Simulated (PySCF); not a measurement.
Löwdin shares of the frontier orbitals

Compound: InMe2H, C2H7In.
Z-matrix (Å and degrees, PBE0-D3(BJ)/def2-SVP geometry), rows numbered from 1:
```
In
C   1  2.1712
H   2  1.1016  1  109.75
H   2  1.1013  1  110.01  3  -117.89
H   2  1.0989  1  112.03  3   120.85
C   1  2.1713  2  119.23  3    62.48
H   6  1.1017  1  109.65  2    64.31
H   6  1.1011  1  110.08  2   -53.58
H   6  1.0988  1  112.01  2  -174.97
H   1  1.7437  2  120.36  3  -117.59
```

The calculation used PySCF 2.14.0, density-fitted response routines, TDDFT PBE0/def2-SVPD, vertical, gas phase, core orbitals frozen in the response, def2 core potentials past Kr. Spin–orbit coupling is left out.

Frontier orbitals with the atoms that hold most of them (Löwdin shares over 4%, at most four atoms; ? is withheld):

```csv
orbital,ε (eV),atoms
LUMO+2,0.87,"In1 55%, H10 21%, C6 10%, C2 10%"
LUMO+1,-0.06,"In1 58%, C6 9%, C2 9%, H10 5%"
LUMO,-1.23,?
HOMO,-7.26,?
HOMO-1,-7.51,"H10 33%, In1 31%, C6 13%, C2 13%"
HOMO-2,-10.76,"C2 26%, C6 25%, H7 11%, H3 11%"
HOMO-3,-10.82,"C2 26%, C6 26%, H5 13%, H9 12%"
```

(1) Give the leading atoms of the HOMO.

(2) Which atoms hold the LUMO, and with what shares?

(3) How does S1 compare with the orbital gap of 6.03 eV?

(4) Give energy, strength and leading configuration of S1, S2, S3 and S4, and follow the Löwdin shares of the leading atoms from the occupied to the empty orbital.

Results:

(1) C2 (bonded to In and 3 H) 28%; C6 (bonded to In and 3 H) 28%; In1 (bonded to 2 C and H) 20%; H5 (bonded to C) 5%. By element: carbon 56%, indium 20%, hydrogen 5% or more.

(2) In1 (bonded to 2 C and H) 68%; H10 (bonded to In) 9%; C2 (bonded to In and 3 H) 8%; C6 (bonded to In and 3 H) 8%. By element: indium 68%, carbon 16%, hydrogen 9% or more.

(3) S1 is at 4.63 eV (f = 0.0000), 1.39 eV below the gap, made of HOMO→LUMO (100%). 

(4) 
- S1 (4.63 eV, f 0.0000), HOMO→LUMO (100%): C2 28% → 8%, C6 28% → 8%, In1 20% → 68%, H10 at most 5% → 9%
- S2 (4.88 eV, f 0.0021), HOMO-1→LUMO (100%): H10 33% → 9%, In1 31% → 68%
- S3 (6.22 eV, f 0.132), HOMO→LUMO+1 (98%): C2 28% → 9%, C6 28% → 9%, In1 20% → 58%
- S4 (6.58 eV, f 0.037), HOMO-1→LUMO+1 (97%): H10 33% → 5%, In1 31% → 58%, C6 13% → 9%
